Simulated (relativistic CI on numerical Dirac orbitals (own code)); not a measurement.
## Hyperfine structure of Sr XXXIII, mass number 87

Method of calculation: Dirac-Coulomb-Breit CI, KLI orbitals optimised for each configuration, model QED, unscaled Slater integrals (own radial code, finite nucleus).

CI space (outside the closed core 1s2): 2s2 2p2, 2s 2p3, 2p4, 2p3 3s, 2p3 3p, 2p3 3d, 2s2 2p 3s, 2s2 2p 3p, 2s2 2p 3d, 2s 2p2 3s, 2s 2p2 3p, 2s 2p2 3d, 2s2 2p 4s, 2s2 2p 4p, 2s2 2p 4d, 2s2 2p 4f. Levels of other configurations are missing.

Nuclear spin I = 9/2, μ = -1.09316 μN, Q = 0.305 b (tables of Stone and Pyykkö). The electronic factors are computed for point nuclear moments, without core polarisation or the Bohr-Weisskopf and QED corrections.

```csv
Level,E (cm⁻¹),A (GHz),B (GHz)
2s2 2p2 3P_1,516235,3.637,28.1
2s2 2p2 1D_2,605858,-50.55,32.5
2s2 2p2 3P_2,1184716,-26.3,23.3
2s 2p3 5S°_2,1371019,-116.8,23.2
2s 2p3 3D°_1,1745993,61.74,48.3
2s 2p3 3D°_2,1939003,-93.36,58.4
2s 2p3 3D°_3,2094893,-111,-0.229
2s 2p3 1D°_2,2407035,-18.36,-43.4
```

Levels with J = 0, under 50 % of one LS term, or S terms without an open s electron are left out. Small factors come from cancelling terms and can be off by tens of per cent or more.

At this charge energies of transitions that change n are usually good to better than 1 %, and those within a shell (Δn = 0) to a few per cent.

(1) Give the hyperfine levels of 2s2 2p2 1D_2 relative to its centre of gravity.

Answers

(1) With K = F(F + 1) − I(I + 1) − J(J + 1), E = AK/2 + B[¾K(K + 1) − I(I + 1)J(J + 1)]/[2I(2I − 1)J(2J − 1)]: F = 5/2: 571, F = 7/2: 379.8, F = 9/2: 142.2, F = 11/2: -135.9, F = 13/2: -446.8 GHz.

LS names give the leading component of a level, which can be under half, so a name can repeat, a term be missing and a line seem to break the LS rules.
